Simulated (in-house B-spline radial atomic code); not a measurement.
A calculation on Cu⁷⁺ (an excited or competing configuration): its settings, and results tabulated from the run. Level of theory: scalar-relativistic (X2C) B3LYP, spin-polarised, spherical fractional occupations, Fermi nucleus of rms radius 3.8823 fm; calculated with an all-electron radial atomic-structure program (B-spline basis).

Command:
```bash
python run_scf.py task.json out
```
Settings (nuclear radius in fm, mass in u):
```
Z                29
configuration    [Ne] 3s2 3p5 3d4 4p1
hamiltonian      x2c
method           b3lyp
spin_polarised   True
nucleus          fermi
rms_radius       3.8823
atomic_mass      62.9296
speed_of_light   137.035999084
```

Output (hartree, bohr):
```
 radial grid: 66 intervals, B-splines of order 8, outer radius 13.5065 bohr

 iter        energy (Eh)    residual
    1       -1614.959804    1.10e+00
    2       -1629.953374    5.02e-01
    3       -1632.824535    1.71e-01
    4       -1633.138750    5.33e-02
    5       -1633.163685    2.08e-02
    6       -1633.169680    9.59e-04
    7       -1633.169691    1.66e-05
    8       -1633.169691    2.87e-06
    9       -1633.169691    1.20e-07

 total energy                     -1633.16969
 kinetic                            1661.8494
 electron-nucleus                  -3795.8218
 Hartree                             563.1100
 exact exchange                      -12.0772
 exchange-correlation                -50.2302

 orbital      occ     eigenvalue          <r>       <r^2>       <1/r>       r_max
 1s up      1.000      -333.2396    0.0517898  0.00362062     29.6368     0.03372
 1s down    1.000      -333.2021    0.0517846  0.00361984      29.639     0.03372
 2s up      1.000       -46.4091     0.234772   0.0650886     6.40937      0.1966
 2s down    1.000       -46.2236     0.234155   0.0647104     6.42545      0.1964
 2p up      3.000       -40.9731     0.206274   0.0521947     6.21642      0.1581
 2p down    3.000       -40.7984     0.205665   0.0518387     6.22942       0.158
 3s up      1.000       -10.5941     0.664745    0.505471     2.16065       0.595
 3s down    1.000       -10.1744     0.670629    0.514756      2.1347      0.5973
 3p up      3.000        -8.9273     0.675072    0.528975     2.03622      0.5926
 3p down    2.000        -8.4431     0.684471    0.544426     2.00373      0.5965
 3d up      4.000        -6.2189     0.674211    0.543525     1.82243      0.5306
 4p up      1.000        -3.2612        1.656     3.08555    0.817856       1.555
```

Run time, properties included: 0.19 s on 1 thread of Arm Neoverse V1 (shared host).

Caution: exact exchange at fractional occupations of open shells leaves self-interaction of up to several eV.

One-electron X2C: radii and densities carry no picture-change correction, so inner-shell <1/r> comes out high (for 1s by about 2 % at Z = 33, 5 % at 54, 10 % at 75, 30 % at 118) and <r> low.
